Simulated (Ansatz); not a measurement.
Molecule: sum formula SiN2H4F (charge 0, doublet). It need not be the lowest isomer of its formula. 
Geometry from a B3LYP-D3(BJ)/def2-TZVP (Ansatz, an electronic-structure program) optimisation:
SMILES: N[Si](N)F
```xyz
8

Si    -0.0201    -0.2796    -0.2846
F     -0.5060    -1.0636     1.0465
N     -0.9953     1.0349    -0.7665
N      1.4990     0.3791     0.1737
H     -1.8260     0.9077    -1.3199
H     -0.9969     1.9069    -0.2562
H      2.1056    -0.1458     0.7856
H      2.0265     0.9203    -0.4943
```
Charge 0, spin multiplicity 2.

Computed values are from Ansatz. Correlated levels leave the core frozen unless marked. UHF or UKS for open shells. Spin-orbit coupling is left out. No relativistic terms. CBS marks a two-point X^-3 extrapolation of the correlation energy; Hartree-Fock from the larger set. The bracket is a focal-point correction in the basis named.

### Question
What is the total energy at RI-MP2/CBS(cc-pV(T+d)Z,cc-pV(Q+d)Z)+[CCSD(T)-MP2]/cc-pV(T+d)Z?

### Answer
-500.7589 Eh.

### Question
What is the atomisation energy De at RI-MP2/CBS(cc-pV(T+d)Z,cc-pV(Q+d)Z)+[CCSD(T)-MP2]/cc-pV(T+d)Z?

### Answer
2857.9 kJ/mol.

### Question
What is the dipole moment at CCSD(T)/aug-cc-pV(D+d)Z?

### Answer
1.98 D.

### Question
What is the T1 diagnostic at CCSD/cc-pV(T+d)Z?

### Answer
0.013.
